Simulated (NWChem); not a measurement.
System: ethylene glycol (C2H6O2); SMILES C(CO)O

Here is an NWChem input.

```
start job
memory heap 200 mb stack 900 mb global 1100 mb
geometry units angstroms noautoz
  O     -0.583103    -1.307559    -0.181237
  C      0.599196    -0.676016     0.254710
  C      0.555306     0.732905    -0.294144
  O     -0.594778     1.398969     0.134841
  H     -0.709594    -2.119064     0.317820
  H      0.645073    -0.629599     1.359940
  H      1.507621    -1.199099    -0.104554
  H      1.434202     1.297666     0.056114
  H      0.616010     0.683022    -1.401475
  H     -1.317427     0.774596    -0.013755
end
basis spherical
  O library def2-svp
  C library def2-svp
  H library def2-svp
end
dft
  xc pbe0
  iterations 150
  mulliken
end
task dft energy
```

The geometry was optimised at PBE0/def2-SVP.

Q: What results follow from this input? (PBE0/def2-SVP.) Quantities: energy (Ha); highest occupied level (eV); orbital gap (eV); dipole (D).

A: 
```json
{
  "energy (Ha)": "-229.82",
  "highest occupied level (eV)": "-7.42",
  "orbital gap (eV)": "8.91",
  "dipole (D)": "2.60"
}
```
